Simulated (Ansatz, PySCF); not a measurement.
Isomers of CH4SSe: 1 is C[Se]S, 2 is CS[SeH]; one conformer of each (the lowest of an xTB search), B3LYP-D3(BJ)/def2-TZVP minima.
Isomer 1 (charge 0, multiplicity 1):
```xyz
7

C     -1.04548     0.00953     0.02169
Se     0.43933    -0.93252    -0.86121
S      2.10431    -0.36072     0.47816
H     -1.11523    -0.31177     1.05673
H     -1.94752    -0.27462    -0.52027
H     -0.89396     1.08323    -0.04326
H      2.45855     0.78688    -0.13184
```
Isomer 2 (charge 0, multiplicity 1):
```xyz
7

C     -1.0121     0.0061     0.0188
S      0.3368    -0.8450    -0.8584
Se     2.0791    -0.4783     0.4479
H     -1.1205    -0.3795     1.0300
H     -1.9187    -0.2083    -0.5501
H     -0.8452     1.0810     0.0399
H      2.4807     0.8240    -0.1281
```

No zero-point or thermal terms.

Rows in LANL2DZ carry no dispersion term and start afresh at each structure. LANL2DZ brings its own core potentials from Na on.

Programs: Ansatz (a quantum-chemistry and plane-wave program); PySCF for LANL2DZ rows. Values without a source in brackets are computed.

**Question.** Give the electronic energy of isomer 2 less that of isomer 1 at the level revPBE/def2-TZVPP.

**Answer.** 7 kJ/mol
